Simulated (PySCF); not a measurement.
AlF2, SMILES [F][Al][F], multiplicity 2. Atoms are numbered in the order given.

```xyz
3

Al     0.0000     0.0000     0.4856
F      0.0000    -1.4260    -0.3507
F      0.0000     1.4260    -0.3507
```
Charge 0, spin multiplicity 2.

Coordinates come from a ωB97X-D3(BJ)/def2-TZVP optimisation. The multiplicity is an assumed one; other spin states were not compared. The isomer is the one that the SMILES or the coordinates give; other isomers of the formula were not compared.

Level of theory: PBE/def2-TZVPD in PySCF.

Mulliken values depend strongly on the basis, most of all with diffuse functions as here. ESP charges are fitted to the potential on shells at 1.4 to 2.0 van der Waals radii. Atomic charges (e):

```
atom  ESP fit  Mulliken  meta-Löwdin  Mulliken spin
----  -------  --------  -----------  -------------
Al1      0.55      0.42            ?           0.96
F2      -0.27     -0.21            ?           0.02
F3      -0.27     -0.21            ?           0.02
```

What belongs in the gaps? (Estimate from the structure and the level; the computed values follow.)


- Al1, meta-Löwdin: 1.04
- F2, meta-Löwdin: -0.52
- F3, meta-Löwdin: -0.52
